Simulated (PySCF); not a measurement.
Isomers of C5H7NO. The calculation used PySCF 2.14.0, density-fitted response routines, TDDFT wB97X-D/def2-SVPD, vertical, gas phase, core orbitals frozen in the response. Geometries: GFN2-xTB; one conformer of each isolated species. Triplets are in the Tamm–Dancoff approximation.

A. `C=CC(=C)NC=O`
B. `N(CC=C=C)C=O`
C. `CCC#CC(N)=O`

Lowest singlet levels (six at most, fewer where fewer were computed) with oscillator strengths:

1. 212 nm (f 0.000); 211 nm (f 0.001); 189 nm (f 0.001); 171 nm (f 0.016); 169 nm (f 0.040); 167 nm (f 0.174); T1 4.78 eV
2. 246 nm (f 0.000); 211 nm (f 0.000); 201 nm (f 0.098); 182 nm (f 0.116); 179 nm (f 0.002); 165 nm (f 0.016); T1 4.65 eV
3. 232 nm (f 0.001); 226 nm (f 0.301); 196 nm (f 0.228); 188 nm (f 0.003); 185 nm (f 0.282); 181 nm (f 0.000); T1 3.25 eV

Problem. Which spectrum belongs to which structure?

Solution. 1 = B, 2 = C, 3 = A.
- A: S1 at 5.34 eV, HOMO-1→LUMO+1 (54%), HOMO-1→LUMO (43%); Löwdin shares by element: HOMO carbon 63% or more, nitrogen 13% (atoms not listed hold the other 24%); LUMO carbon 75% or more (atoms not listed hold the other 25%); HOMO -8.57 and LUMO 0.56 eV; point group Cs, 1 of its 6 listed states under f = 0.0005.
- B: S1 at 5.86 eV, HOMO→LUMO (50%), HOMO-2→LUMO (26%); Löwdin shares by element: HOMO carbon 35% or more, oxygen 27%, nitrogen 10% (atoms not listed hold the other 28%); LUMO carbon 66% or more, hydrogen 9% or more (atoms not listed hold the other 25%); HOMO -9.36 and LUMO 1.71 eV.
- C: S1 at 5.04 eV, HOMO→LUMO (95%); Löwdin shares by element: HOMO oxygen 51%, carbon 39% or more; LUMO carbon 58% or more, oxygen 18% (atoms not listed hold the other 23%); HOMO -9.47 and LUMO 1.07 eV; point group Cs, 2 of its 6 listed states under f = 0.0005.
